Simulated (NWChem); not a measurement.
# C₂H₇Sb; SMILES [SbH]([CH3])[CH3]

```xyz
10

Sb    -0.3829     0.0150     0.0000
H     -0.5420    -1.7006     0.0000
C      1.0867     0.0095     1.6036
H      1.8870    -0.7143     1.3977
H      1.5193     1.0160     1.6965
H      0.5954    -0.2494     2.5523
C      1.0867     0.0095    -1.6036
H      1.8870    -0.7143    -1.3977
H      0.5954    -0.2494    -2.5523
H      1.5193     1.0160    -1.6965
```
Atoms are numbered in this order, from 1.

Computed with NWChem. All runs use the structure optimised with PBE0/def2-SVP. def2 effective core potentials on Sb; no spin-orbit coupling. Field at 589 nm.

Q: Predict the results for B3LYP/def2-SVP (core potentials). Quantities: isotropic polarisability (bohr³); anisotropy (bohr³).

A: 
```json
{
  "isotropic polarisability (bohr³)": "63.4",
  "anisotropy (bohr³)": "13.9"
}
```
